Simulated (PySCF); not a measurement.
Two species compared at the same levels of theory.

First species: acenaphthylene, C12H8.
SMILES: `c1cc2cccc3c2c(c1)C=C3`

Second species: Ta(NH)(OH)3 (singlet state).
Structure used (PBE0-D3(BJ)/def2-SVP), in Å, numbered top down from 1:
```xyz
9
H4NO3Ta angstrom
Ta    -0.002    0.001   -0.235
N      0.013    0.005    1.535
H      0.025    0.009    2.547
O      1.754    0.398   -0.883
H      2.595    0.594   -0.465
O     -1.240    1.323   -0.855
H     -1.822    1.939   -0.403
O     -0.537   -1.731   -0.849
H     -0.786   -2.538   -0.392
```

Levels: PBE0/def2-SVPD for HOMO energy, LUMO energy, HOMO–LUMO gap and static isotropic polarisability; TDDFT PBE0/def2-SVPD for lowest singlet excitation; TDA PBE0/def2-SVPD for lowest triplet excitation (Tamm–Dancoff). Geometries: PBE0-D3(BJ)/def2-SVP. Each species is one conformer at its optimised geometry, gas phase (atoms past krypton carry core potentials, spin–orbit coupling is left out). Electronic properties by PySCF.

Values for the first species:

| Property | Result |
| --- | --- |
| HOMO energy | -6.39 eV |
| LUMO energy | -2.18 eV |
| HOMO–LUMO gap | 4.21 eV |
| Lowest singlet excitation | 3.14 eV |
| Lowest triplet excitation (Tamm–Dancoff) | 2.34 eV |
| Static isotropic polarisability | 139.0 au |

Problem. Estimate the same properties for the second species, and the change in each.

Solution. 
```json
{"property": "HOMO energy", "first": "-6.39 eV", "second": "-7.81 eV", "second less first": "-1.42 eV"}
{"property": "LUMO energy", "first": "-2.18 eV", "second": "-0.25 eV", "second less first": "+1.93 eV"}
{"property": "HOMO–LUMO gap", "first": "4.21 eV", "second": "7.56 eV", "second less first": "+3.35 eV"}
{"property": "lowest singlet excitation", "first": "3.14 eV", "second": "5.92 eV", "second less first": "+2.78 eV"}
{"property": "lowest triplet excitation (Tamm–Dancoff)", "first": "2.34 eV", "second": "5.19 eV", "second less first": "+2.85 eV"}
{"property": "static isotropic polarisability", "first": "139.0 au", "second": "60.5 au", "second less first": "-78.5 au"}
```

On the first: The vertical singlet–triplet gap S1 − T1 is 0.80 eV (TDDFT singlet less Tamm–Dancoff triplet; S1: HOMO→LUMO, weight 0.96; T1: HOMO→LUMO, weight 0.94). The polarisability is 20.59 Å³ as a volume (1 au = 0.148185 Å³), or 1.74 au for each of the 80 electrons.

On the second: S1 lies 1.64 eV below the HOMO–LUMO gap. In wavenumbers S1 is 47700 cm⁻¹ (1 eV = 8065.54 cm⁻¹). Atoms past krypton carry effective core potentials; spin–orbit coupling is left out.
